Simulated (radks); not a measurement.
Task: All-electron atom: Ge8+ in [Ar] 3d6. Method: scalar-relativistic Kohn-Sham, r2SCAN, spin-polarised, spherical densities, finite nucleus; open shells are filled with parallel spins first; meta-GGA in the generalised Kohn-Sham scheme; Fermi nuclear charge, rms radius 4.0742 fm; computed with a radial shooting solver on a logarithmic mesh with Libxc functionals. Some entries of the table are withheld. Estimate them.

| orbital | occ. | eigenvalue (hartree) | <r^2> (bohr^2) | <r> (bohr) |
|---|---|---|---|---|
| 1s down | 1 | -410.7194 | 0.002975 | 0.04701 |
| 1s up | 1 | -410.7188 | 0.002975 | 0.04701 |
| 2s up | 1 | -57.80092 | 0.05194 | 0.2098 |
| 2s down | 1 | -57.59546 | 0.05168 | 0.2093 |
| 2p up | 3 | (1) | 0.04139 | 0.1838 |
| 2p down | 3 | (2) | 0.04113 | 0.1833 |
| 3s up | 1 | -12.74795 | 0.4071 | 0.5964 |
| 3s down | 1 | -12.42918 | 0.4127 | 0.6004 |
| 3p up | 3 | -10.69665 | 0.4259 | 0.6054 |
| 3p down | 3 | -10.37351 | 0.4336 | 0.6108 |
| 3d up | 5 | (3) | 0.4373 | 0.6036 |
| 3d down | 1 | (4) | 0.4541 | 0.6140 |

Result: 
(1) 2p up eigenvalue (hartree): -51.28973
(2) 2p down eigenvalue (hartree): -51.13623
(3) 3d up eigenvalue (hartree): -7.36874
(4) 3d down eigenvalue (hartree): -7.01854
